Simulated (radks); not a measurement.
Values are calculated unless marked as measured or tabulated.
The lutetium ion Lu59+, 12 electrons, occupied as [Ne] 3s2.

Code: a radial shooting solver on a logarithmic mesh with Libxc functionals. Model: scalar-relativistic Kohn-Sham, PBE, spin-unpolarised, spherical densities, point nucleus.

Energy parts (hartree):
| part | energy |
|---|---|
| total | -10563.8204 |
| kinetic | 11842.2879 |
| electron-nucleus | -23165.1534 |
| Hartree | 896.4166 |
| exchange-correlation | -137.3714 |

Orbitals (lengths in bohr, moments of r in powers of bohr):
1s: occ. 2; eigenvalue (hartree) -2502.612; <r> 0.01930
2s: occ. 2; eigenvalue (hartree) -564.4767; <r> 0.08065
2p: occ. 6; eigenvalue (hartree) -518.4264; <r> 0.07163
3s: occ. 2; eigenvalue (hartree) -231.3626; <r> 0.1933
3p: occ. 0; eigenvalue (hartree) -217.6861; <r> 0.1889
4s: occ. 0; eigenvalue (hartree) -124.6049; <r> 0.3566

The highest occupied level is 3s at -6295.7 eV. For comparison, the ionisation energy in NIST's Atomic Spectra Database is 6326 eV (theoretical). In exact Kohn-Sham theory the highest level is minus the ionisation energy, but local and semilocal functionals leave it too shallow, through self-interaction and a potential that decays too fast; potentials with the right tail come closer.
